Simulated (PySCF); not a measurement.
W(NH)(NMe)(OH)2 (CH6N2O2W), SMILES C[N]=[W](=[NH])([OH])[OH], multiplicity 1. The structure is a stationary point at PBE0-D3(BJ)/def2-SVP. The spin state was assumed, not searched. The def2 effective core potentials stand for the cores of W; spin–orbit coupling is left out. Other conformers were not sampled.

Method: PySCF with PBE0-D3(BJ)/def2-SVP.

Harmonic wavenumbers (cm⁻¹): 84, 117, 121, 187, 222, 225, 261, 287, 332, 355, 568, 606, 629, 654, 667, 709, 729, 1009, 1105, 1109, 1407, 1434, 1449, 1454, 3011, 3099, 3106, 3669, 3923, 3930. Rotational constants (GHz): 3.057, 1.803, 1.672; symmetry number 1.

Question: Work out the zero-point energy and the ideal-gas rigid-rotor harmonic-oscillator thermochemistry at 298.15 K and 1 atm.

Answer: ZPE = ½ Σ hcν = ½ × 36458 cm⁻¹ = 218.07 kJ/mol. H − E(el) = 245.04 kJ/mol. Entropy in J/(mol K): translation 178.19, rotation 116.93, vibration 102.88, total 398.00. G − E(el) = 126.38 kJ/mol. Cp = 140.77 J/(mol K). Modes under 150 cm⁻¹ make the vibrational entropy uncertain.
